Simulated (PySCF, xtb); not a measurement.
furan-2-ylsilane (C₄H₆OSi), SMILES [SiH3]c1ccco1.

GFN2-xTB in xtb at its own geometry gives an orbital gap of 4.26 eV and a dipole moment of 0.26 D.

Coordinates come from a ωB97X-D3(BJ)/def2-SVP optimisation.

Task: What does PBE/def2-TZVP run with PySCF give? (The exact figures need the calculation; the answer reports its results.)

Result: gap 4.53 eV (levels -5.77 and -1.24 eV), dipole 1.01 D.
